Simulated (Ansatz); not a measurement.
A structure relaxed at PBE0-D4/def2-TZVP, charge 0, multiplicity 1:

```xyz
9

C    -1.3639    0.7985   -0.6201
C    -0.2514    0.2019   -0.2149
N     0.3174   -1.0731   -0.3142
Si    1.2758   -0.0858    0.7130
H    -1.5440    1.8376   -0.3817
H    -2.1135    0.2721   -1.2031
H    -0.1808   -1.9445   -0.4047
H     1.2248   -0.2655    2.1825
H     2.6355    0.2588    0.2432
```

**Question.** Give its formula and SMILES.

**Answer.** C2H5NSi, `C=C1N[SiH2]1`.

**Question.** Summarise the bond lengths by kind.

**Answer.** 1 × C–C 1.326 Å; 2 × C–H 1.081 to 1.086 Å; 1 × C–N 1.400 Å; 1 × C–Si 1.810 Å; 1 × N–Si 1.717 Å; 1 × H–N 1.008 Å; 2 × H–Si 1.479 to 1.481 Å.

All numbers were calculated with Ansatz.
